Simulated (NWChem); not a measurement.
ethyl methyl carbonate (C4H8O3); SMILES CCOC(=O)OC

```xyz
15

C     -0.4340     3.0142     0.0000
C      0.4243     1.7763     0.0000
O     -0.4407     0.6425     0.0000
C      0.1608    -0.5400     0.0000
O      1.3489    -0.7276     0.0000
O     -0.7712    -1.4878     0.0000
C     -0.2830    -2.8155     0.0000
H     -1.0787     3.0459     0.8904
H      0.2006     3.9123     0.0000
H     -1.0787     3.0459    -0.8904
H      1.0787     1.7294    -0.8855
H      1.0787     1.7294     0.8855
H     -1.1656    -3.4658     0.0000
H      0.3301    -3.0118    -0.8922
H      0.3301    -3.0118     0.8922
```
Atoms are numbered in this order, from 1.

The geometry was optimised at PBE0/def2-SVP.

Symmetry labels are those of Cs in the frame above (b1 and b2, or b-type labels, depend on it). States above −ε(HOMO) = 6.6 eV lie in this functional's continuum and hang on the basis.

List the 6 lowest vertical singlet excitations from PBE/6-31+G* (spherical d), TDA (NWChem).


```
state  energy (eV)  oscillator strength  symmetry  leading excitation (squared amplitude)
-----  -----------  -------------------  --------  --------------------------------------
S1            6.48                0.021        a'                      HOMO → LUMO (1.00)
S2            6.78                0.001        a'                    HOMO → LUMO+2 (1.00)
S3            6.79                0.000        a"                    HOMO → LUMO+1 (1.00)
S4            6.93                0.000        a"                    HOMO−1 → LUMO (1.00)
S5            7.11                0.001        a'                    HOMO → LUMO+3 (0.99)
S6            7.19                0.008        a"                    HOMO−2 → LUMO (0.98)
```
